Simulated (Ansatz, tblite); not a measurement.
Forces on B₉ at its PBE-D4/def2-SVP geometry. Total charge 0; doublet.

The xTB rows come from tblite. At PBE-D4/def2-TZVP the charge 0 doublet is spin-contaminated (final ⟨S²⟩ up to 0.99, 0.75 for a pure state). Another isomer (doublet) lies 1.28 eV lower at PBE0-D4/def2-TZVP; other spin states weren't run for this one.

GFN1-xTB (tblite), largest force 3.06 eV/Å:

```xyz
9
positions Å, forces eV/Å
B    -1.482   -2.396   -0.219    1.235    0.438   -0.298
B    -0.023   -2.578   -0.808    0.134   -0.544   -0.227
B    -0.496   -0.999   -0.137   -2.665    0.867    1.220
B     1.048   -1.447   -0.813    0.245   -0.640   -0.281
B     0.921    0.058   -0.289    1.860    1.502   -0.165
B     0.517    3.061    0.772   -0.045    0.335    0.150
B    -0.619    0.592    0.397   -1.665   -0.104    0.519
B    -0.707    2.098    0.877   -0.813   -0.463    0.103
B     0.841    1.610    0.219    1.714   -1.390   -1.021
```

GFN2-xTB (tblite), largest force 4.25 eV/Å:

```
B 3.970 1.053 -1.106
B -1.818 0.282 0.760
B -2.039 -0.075 0.708
B -0.827 0.515 0.456
B 0.325 -0.062 -0.145
B -1.415 -2.423 -0.276
B 0.332 0.451 0.001
B 0.958 0.328 -0.203
B 0.513 -0.070 -0.194
```

PBE-D4/def2-TZVP (Ansatz), largest force 0.59 eV/Å:

```
B 0.416 0.111 -0.118
B -0.024 0.347 0.129
B 0.010 0.048 0.015
B -0.407 0.022 0.148
B -0.072 -0.014 0.011
B -0.248 -0.534 -0.082
B 0.056 0.141 0.016
B 0.404 -0.127 -0.166
B -0.135 0.006 0.047
```
